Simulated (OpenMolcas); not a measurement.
A calculation on Sn2+.

| Property | Result |
| --- | --- |
| Program | OpenMolcas 26.06 |
| Method | RASSCF |
| Basis | ANO-RCC-VQZP [8s7p5d3f2g] |
| Scalar Hamiltonian | DKH2, point nucleus |
| Active space | 2 electrons in 9 orbitals (RAS2 5s 5p; RAS3 5d, at most 2 electrons) |
| State averaging | 2S+1 = 1 even, 6 roots; 2S+1 = 3 even, 3 roots kept (CI in the orbitals of an earlier block); 2S+1 = 1 odd, 3 roots; 2S+1 = 3 odd, 3 roots kept (CI in the orbitals of an earlier block) |
| Spin-orbit coupling | state interaction with AMFI integrals over the reference wave functions, term energies averaged over their components |

Question: Which level of the active space comes out lowest?

Answer: 5s² ¹S₀, with 100 % of that term; it is also the measured ground level.

Question: How high does 5s 5p ³P°₀ lie?

Answer: 49866 cm⁻¹ above the lowest level; measured 53548 cm⁻¹ above the ground level, so the calculation is off by -7 %.

Question: How high does 5s 5p ³P°₂ lie?

Answer: 53625 cm⁻¹ above the lowest level; measured 59229 cm⁻¹ above the ground level, so the calculation is off by -9 %.

Question: How high does 5s 5p ³P°₁ lie?

Answer: 51009 cm⁻¹ above the lowest level; measured 55196 cm⁻¹ above the ground level, so the calculation is off by -8 %.

Measured values: Moore, Atomic Energy Levels, vol. III, NSRDS-NBS 35 (1971 reprint of NBS Circular 467, 1958).

Terms from blocks run as CI alone lack orbitals of their own. Active for correlation alone: 5d; no level in the range computed is led by a configuration that fills it, so any true level of that kind is missing. Computed and measured levels are paired by configuration, term and J; levels that our copy of the source lacks, or whose pairing is in doubt (as where it misses far off the trend of its configuration), stay unpaired and out of the deviations. Levels of configurations outside the active space are missing.

° marks odd parity.
